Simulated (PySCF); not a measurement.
A structure optimised at PBE0-D3(BJ)/def2-TZVPD, used in a PySCF frequency run:

```xyz
2

Te     0.0000     0.0000    -0.0313
H      0.0000     0.0000     1.6275
```
Charge 0, spin multiplicity 2.

Problem. Write its SMILES, formula and point group.

Solution. [TeH], HTe, C∞v

Problem. What are its rotational constants (standard atomic weights)?

Solution. 183.66 GHz (linear rotor, B only)
